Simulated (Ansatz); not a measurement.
Consider the redistribution: `[Cl][SnH2][Br]` + `C[Si](F)(Cl)[SeH]` → `[Cl][SnH]([Cl])[Br]` + `C[SiH](F)[SeH]`.

Gas-phase electronic energies from Ansatz, PBE0-D4/def2-TZVP geometries. CBS: MP2 limit from def2 TZ/QZ plus the TZ coupled-cluster correction, frozen cores. Functionals use def2-TZVPP. B3LYP here is the variant with VWN-RPA as its local correlation; programs differ in this. Elements past krypton have def2 core potentials. For Br, Se, Sn outer-core shells are correlated without core-valence functions, which leaves a few kJ/mol of doubt a bond. Scalar relativity is left out up to krypton. One conformer a species, not always the lowest.

```json
{"level": "PBE-D4", "ΔE (kJ/mol)": "20.7"}
{"level": "B3LYP-D4", "ΔE (kJ/mol)": "18.7"}
{"level": "ωB97M-V", "ΔE (kJ/mol)": "24.2"}
{"level": "CCSD/def2-TZVPP", "ΔE (kJ/mol)": "22.0"}
```

Question: What does CCSD(T)/CBS give? (An estimate is asked.)

Answer: The calculation gave: +17.6 kJ/mol. The listed levels differ from it by 3.1, 1.1, 6.6, 4.4 kJ/mol.

Largest T1 diagnostic among the species: 0.010.

At CCSD(T), def2-SVP lies −3.8 kJ/mol from the extrapolated value and def2-TZVPP +4.5 kJ/mol. Leaving LDA and LC-ωPBE aside and taking each functional with its dispersion term where it has one, the values, not all of them listed here, spread over 9.0 kJ/mol, from BLYP-D4 to B97M-V. LDA lies +9.9 kJ/mol from PBE without D4. From BLYP to BHLYP (50 % exact exchange), in def2-TZVPP and without D4, ΔE moves by +4.7 kJ/mol.
